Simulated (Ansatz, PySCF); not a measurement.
The pair A = NH3 (SMILES N) (first 4 atoms), B = CH5N (SMILES CN); geometry from B3LYP-D3(BJ)/def2-TZVP.
(charge 0, multiplicity 1):
```xyz
11

N      0.30393    -0.18055     0.19997
H      0.10750     0.32428     1.06416
H      0.61982     0.49512    -0.48656
H     -0.57330    -0.55875    -0.13962
C     -0.03222    -0.68712     3.63763
N      0.17602     0.70505     3.22945
H      0.50857    -1.33967     2.95191
H     -1.09254    -0.92932     3.55153
H      0.28636    -0.91653     4.66214
H      1.15350     0.95818     3.31386
H     -0.34753     1.33931     3.82044
```

Cores are frozen in the correlated methods. CBS(a, b) extrapolates the correlation energy as X⁻³ and adds the Hartree–Fock energy of set b. MP2 and its Hartree–Fock in aug-cc-pVTZ are density fitted.

Codes used: Ansatz (a program for electronic structure) with Gaussian orbitals; PySCF for the dispersion terms. 

The monomers are drawn apart, rigid, along the line of their centres of mass. Counterpoise-corrected interaction energies (kcal/mol):

| level | R = 4.155 Å | R = 5.035 Å |
|---|---|---|
| PBE/def2-TZVPPD | -1.8005 | -0.7192 |
| PBE-D3(BJ)/def2-TZVPPD | -2.2035 | -0.8669 |
| wB97M-V/def2-TZVPPD | -1.9520 | -0.7990 |
| MP2/CBS(aug-cc-pVDZ, aug-cc-pVTZ) + ΔCCSD(T)/aug-cc-pVDZ | -1.9864 | -0.8010 |

Problem. R is the distance of the centres of mass. Find the local exponent m of E ∝ R⁻ᵐ between the two points.

Solution. 
m = ln(E₁/E₂)/ln(R₂/R₁): PBE/def2-TZVPPD 4.8; PBE-D3(BJ)/def2-TZVPPD 4.9; wB97M-V/def2-TZVPPD 4.7; MP2/CBS(aug-cc-pVDZ, aug-cc-pVTZ) + ΔCCSD(T)/aug-cc-pVDZ 4.7. For scale, two fixed dipoles give m = 3, dipole and quadrupole 4, quadrupoles 5, and dispersion or dipole-induced dipole 6 at long range; at these distances several terms mix, and what is left of overlap and damping shifts m, so it need not match one of them.
